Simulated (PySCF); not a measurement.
Compound: GeCl2.
InChI=1S/Cl2Ge/c1-3-2

Computed, not measured: TDDFT B3LYP/def2-SVPD, vertical, gas phase, core orbitals frozen in the response (PySCF). Geometry: PBE0-D3(BJ)/def2-SVP; no solvent, vibrations or thermal averaging. The B3LYP/def2-SVPD calculation is non-relativistic and has no spin–orbit coupling, an omission that weighs most on germanium.

| state | λ (nm) | E (eV) | f | symmetry | main configurations (H = HOMO, L = LUMO) |
| --- | --- | --- | --- | --- | --- |
| S1 | 321.1 | 3.86 | 0.017 | B1 or B2 | H→L (98%) |
| S2 | 295.7 | 4.19 | 0.0000 | – | H-1→L (100%) |
| S3 | 248.2 | 4.99 | 0.032 | B1 or B2 | H-2→L (93%) |
| S4 | 227.3 | 5.45 | 0.0099 | B1 or B2 | H-4→L (99%) |
| S5 | 216.6 | 5.72 | 0.0046 | A1 | H-3→L (89%) |
| S6 | 196.2 | 6.32 | 0.0000 | – | H-5→L (100%) |
| S7 | 187.9 | 6.60 | 0.180 | A1 | H→L+1 (82%) |
| S8 | 185.6 | 6.68 | 0.077 | B1 or B2 | H→L+2 (60%), H-1→L+1 (35%) |
| S9 | 177.9 | 6.97 | 0.052 | A1 | H-1→L+2 (89%) |
| S10 | 171.4 | 7.23 | 0.0000 | – | H-2→L+1 (98%) |
| S11 | 169.9 | 7.30 | 0.015 | B1 or B2 | H-2→L+2 (99%) |
| S12 | 168.9 | 7.34 | 0.316 | B1 or B2 | H-1→L+1 (58%), H→L+2 (28%) |
| S13 | 161.4 | 7.68 | 0.0001 | – | H→L+3 (97%) |
| S14 | 156.1 | 7.94 | 0.0030 | B1 or B2 | H-3→L+1 (98%) |
| S15 | 155.7 | 7.96 | 0.0000 | – | H-3→L+2 (99%) |

Triplets (Tamm–Dancoff): T1 2.85 eV, H→L (98%); T2 4.07 eV, H-1→L (100%); T3 4.32 eV, H-2→L (100%); T4 4.85 eV, H-3→L (99%).

The lowest singlet comes at 321 nm (373 kJ/mol) in the ultraviolet; it is weak; its leading configuration is HOMO→LUMO (98%). The strongest level in the table is S12 at 7.34 eV (169 nm, f = 0.316). Löwdin shares by element: HOMO chlorine 57%, germanium 44%; LUMO germanium 71%, chlorine 29%. The listed states span 4.10 eV, and the widest gap between neighbours is 0.80 eV (S2 to S3). Orbital energies (eV): HOMO-3 -9.83, HOMO-2 -9.14, HOMO-1 -8.75, HOMO -8.09, LUMO -3.41, LUMO+1 -0.78, LUMO+2 -0.78. Of the 15 states listed, 7 reach f = 0.01 and 5 stay under 0.0005. Symmetry labels in C2v follow from the direction of the transition dipole and are given only for states with f of 0.002 or more; B1 and B2 swap with the choice of axes. Singlets were solved by full linear response, triplets in the Tamm–Dancoff approximation.

On an Arm Neoverse V1 with one thread, shared host, this took 4.2 s of wall time.
